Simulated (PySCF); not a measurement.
# A series of related molecules

Computed with PySCF, TDDFT BHandHLYP/def2-SVPD circular dichroism and optical rotation, one conformer, gas phase. Geometry: GFN2-xTB.

Each molecule in one low-energy conformer. The parent is C[C@@H]1C[C@@H]([SiH3])[C@@H]1C=O.

The molecule is flexible and this is one conformer; a measurement averages over conformers.

Question: Order by specific rotation at 589.3 nm (origin-invariant length gauge), lowest first.
A. C[C@H]1C[C@H]([SiH3])[C@@H]1C=O
B. C[C@@H]1C[C@H]([SiH3])[C@@H]1C=O
C. C[C@@H]1C[C@@H]([SiH3])[C@@H]1C=O
D. C[C@@H]1C[C@H]([SiH3])[C@H]1C=O

Answer: D (-84), C (79), B (93), A (180).

All values:
```
                         molecule        change  [α]589 (deg dm⁻¹ (g/mL)⁻¹)  S1 (eV)  R(S1), velocity form (10⁻⁴⁰ esu² cm²)
C[C@@H]1C[C@@H]([SiH3])[C@@H]1C=O          base                       +79.1     4.43                                  +11.0
 C[C@@H]1C[C@H]([SiH3])[C@@H]1C=O  diastereomer                       +93.1     4.58                                   +5.4
  C[C@@H]1C[C@H]([SiH3])[C@H]1C=O  diastereomer                       -84.0     4.44                                   -6.2
  C[C@H]1C[C@H]([SiH3])[C@@H]1C=O  diastereomer                      +180.2     4.58                                  +10.2
```
